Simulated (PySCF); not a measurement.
Cl⁺: excitation energy

Cl⁺ [Ne] 3s2 3p4 (3P) → Cl⁺ [Ne] 3s1 3p5, s spin flipped, as a difference of total energies. Computed with PySCF 2.14 in aug-cc-pwCVDZ (6s5p3d, 36 functions), with the non-relativistic Hamiltonian (point nucleus). Correlated levels: valence: [Ne] frozen; valence and next inner shell: 1s2 frozen; nothing frozen. The calculations carry no spin-orbit coupling.

| method | excitation energy (eV) |
| --- | --- |
| UHF | 17.743 |
| LDA | 13.430 |
| PBE | 13.697 |
| PBE0 | 14.687 |
| r2SCAN | 14.654 |
| PW91 | 13.678 |
| M06-L | 14.907 |
| wB97M-V | 14.610 |
| SCS-MP2 (valence) | 15.199 |
| MP2 (valence and next inner shell) | 15.378 |
| SCS-MP2 (valence and next inner shell) | 15.096 |
| MP2 (all electrons) | 15.374 |
| SCS-MP2 (all electrons) | 15.093 |

Question: Estimate what MP2 (valence) gives.

Answer: 15.513 eV, closest to MP2 (valence and next inner shell) among the rows shown.

Question: Estimate what PBEsol gives.

Answer: 13.633 eV, closest to PW91 among the rows shown.

The upper determinant mixes two multiplicities, so it lies between the two terms.
